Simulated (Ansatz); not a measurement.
Job for Ansatz (an electronic-structure program): R-PBE0/def2-TZVPPD on N2 (SMILES N#N) with ghost functions. Files ending in .json are basis or fitting sets from the Basis Set Exchange.

Ansatz 0.2 input:
```yaml
crystal:
  periodic: [false, false, false]
  atoms:
    - {symbol: N, position_ang: [0.21845922, -0.37646004, -0.16395709]}
    - {symbol: N, position_ang: [1.10229885, 0.08335934, -0.60762064]}
basis:
  gaussian:
    orbitals: def2-TZVPPD.json
    ghost_atoms:
      - {symbol: C, position_ang: [-0.95224325, -0.66401562, 3.07120465]}
      - {symbol: Cl, position_ang: [0.43347248, 0.45770305, 3.28008228]}
      - {symbol: H, position_ang: [-0.56513635, -1.63080820, 2.76492467]}
      - {symbol: H, position_ang: [-1.47201665, -0.74217836, 4.02119842]}
      - {symbol: H, position_ang: [-1.60693717, -0.25867683, 2.30636400]}
hamiltonian:
  xc: {name: PBE0}
scf: {lower_state_search: off}
```

### Question
What total energy does the run end on?

### Answer
-109.4469 hartree.
